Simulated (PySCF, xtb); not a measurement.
CH3BrFGa, SMILES [CH3][Ga]([F])[Br].

GFN2-xTB (xtb) at its own geometry gives an orbital gap of 4.05 eV and a dipole moment of 5.86 D.

Geometry: B3LYP-D3(BJ)/def2-SVP.

Question: What does PBE/def2-TZVP in PySCF give? (The exact figures need the calculation; the answer reports its results.)

Answer: gap 5.29 eV (levels -7.19 and -1.90 eV), dipole 2.93 D.
